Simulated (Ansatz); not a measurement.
`F[SiH2][InH2]` + `O[SiH3]` → `F[SiH2]O[SiH3]` + `[InH3]` at 400 K and 1 bar (cleavage of the Si–In bond).

Computed with Ansatz on PBE0-D4/def2-TZVP structures; ΔE is electronic, products minus reactants. CCSD(T)/CBS adds triple-zeta CCSD(T) − MP2 to the extrapolated MP2 energy (def2 sets, frozen cores). def2 core potentials past Kr. For In outer-core shells are correlated without core-valence functions, which leaves a few kJ/mol of doubt a bond. One conformer a species, not always the lowest.

| species | CCSD(T)/CBS energy (Eh) | H − E (kJ/mol) | S (J/(mol·K)) |
| --- | --- | --- | --- |
| `F[SiH2][InH2]` | -581.11562 | 110.2 | 363.9 |
| `O[SiH3]` | -366.69042 | 120.0 | 276.4 |
| `F[SiH2]O[SiH3]` | -756.28164 | 162.6 | 380.8 |
| `[InH3]` | -191.56739 | 59.8 | 243.4 |

H − E and S are ideal-gas, rigid-rotor, harmonic terms from PBE0-D4/def2-TZVP, for one conformer and one mirror image of each species. 1 Eh = 2625.50 kJ/mol, R = 8.31446 J/(mol·K).

Q: By hand: ΔE, ΔH, ΔS and ΔG.

A: ΔE = (-756.28164) + (-191.56739) − (-581.11562) − (-366.69042) = -0.04299 Eh = -112.9 kJ/mol. Δ(H − E) = 162.6 + 59.8 − 110.2 − 120.0 = -7.8, so ΔH = -120.7 kJ/mol. ΔS = 380.8 + 243.4 − 363.9 − 276.4 = -16.1 J/(mol·K). ΔG = -120.7 − 400 × (-16.1)/1000 = -114.3 kJ/mol.

Q: By hand: the equilibrium constant, and the temperature at which ΔG would vanish if ΔH and ΔS stayed fixed.

A: log₁₀ K = −ΔG/(RT ln 10) = 14.9. ΔG = 0 at ΔH/ΔS = 7497 K, far beyond where these terms or the molecules hold.

ΔH outweighs TΔS. A doubt of 5 kJ/mol in ΔE shifts log₁₀ K by 0.7 here. Other conformers and mirror images would add mixing entropy, several J/(mol·K) or more a flexible species. Modes under 60 cm⁻¹, often nearly free rotors, make the harmonic entropy too high. These are equilibria of isolated gas molecules and say nothing of rates. Largest T1 diagnostic: 0.014 (customary marks: 0.02 for closed shells, 0.045 for open ones).
